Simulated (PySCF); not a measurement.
**Worked example: chemical shift, span and skew from a shielding tensor**

Al(Me)(vinyl)(OH) (C3H7AlO), SMILES C=[CH][Al]([CH3])[OH]. Atoms are numbered in the order given.

```xyz
12

Al    -0.3116     0.1781     0.2608
C     -2.1950     0.2228     0.7431
H     -2.5485    -0.7697     1.0705
H     -2.8221     0.5087    -0.1185
H     -2.3923     0.9376     1.5566
C      0.4306    -0.9716    -1.1323
C      1.7357    -0.9861    -1.4465
H     -0.2110    -1.6534    -1.7105
H      2.1567    -1.6312    -2.2289
H      2.4660    -0.3464    -0.9333
O      0.7365     1.2175     1.1233
H      1.6819     1.3090     1.0013
```

Geometry: PBE0-D3(BJ)/def2-SVP. The structure was generated by enumeration; whether it is a known compound was not checked. Other conformers were not sampled.

GIAO shieldings from PySCF with B3LYP/pcSseg-1, non-relativistic, no solvent. The symmetric part of the tensor of C7 has the principal values -102.5, 36.6, 154.8 ppm. The same nucleus in TMS has σ = 181.3 ppm at this level (PySCF, at its B3LYP-D3(BJ)/def2-TZVP geometry).

Question: Work out the isotropic shielding, the ¹³C shift against TMS, the span and the skew.

Answer: 
σ(iso) = (σ11 + σ22 + σ33)/3 = 29.6 ppm. δ = σ(ref) − σ(iso) = 181.3 − (29.6) = 151.7 ppm.
Span Ω = σ33 − σ11 = 257.3 ppm. Skew κ = 3(σ(iso) − σ22)/Ω = -0.08. Tumbling in solution averages the tensor to δ; in a static solid the shielding alone would spread this spin-1/2 line over Ω.
